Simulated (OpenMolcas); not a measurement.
A calculation on Xe3+.

```
Program             : OpenMolcas
Method              : CASSCF
Basis               : ANO-RCC-VTZP [7s6p4d2f1g]
Scalar Hamiltonian  : DKH2, point nucleus
Active space        : 3 electrons in 3 orbitals (5p)
State averaging     : 2S+1 = 4 odd, 1 root; 2S+1 = 2 odd, 8 roots
Spin-orbit coupling : RASSI with atomic mean-field integrals over the reference wave functions, term energies averaged over their components
```

(1) Which level of the active space comes out lowest?

(2) How high does 5s² 5p³ ²D°_5/2 lie?

(3) How high does 5s² 5p³ ²P°_3/2 lie?

(4) How high does 5s² 5p³ ²P°_1/2 lie?

Measured values: Saloman, J. Phys. Chem. Ref. Data 33, 765 (2004).

## Answers

(1) 5s² 5p³ ⁴S°_3/2, with 93 % of that term; it is also the measured ground level.

(2) 2.6317 eV above the lowest level; measured 2.1711 eV above the ground level, so the calculation is off by +21 %.

(3) 4.9191 eV above the lowest level; measured 4.4200 eV above the ground level, so the calculation is off by +11 %.

(4) 4.2110 eV above the lowest level; measured 3.4761 eV above the ground level, so the calculation is off by +21 %.

With the s shell closed, the reference lacks s² → p² mixing. Computed and measured levels are paired by configuration, term and J; levels that our copy of the source lacks, or whose pairing is in doubt (as where it misses far off the trend of its configuration), stay unpaired and out of the deviations. Levels of configurations outside the active space are missing.

° marks odd parity.
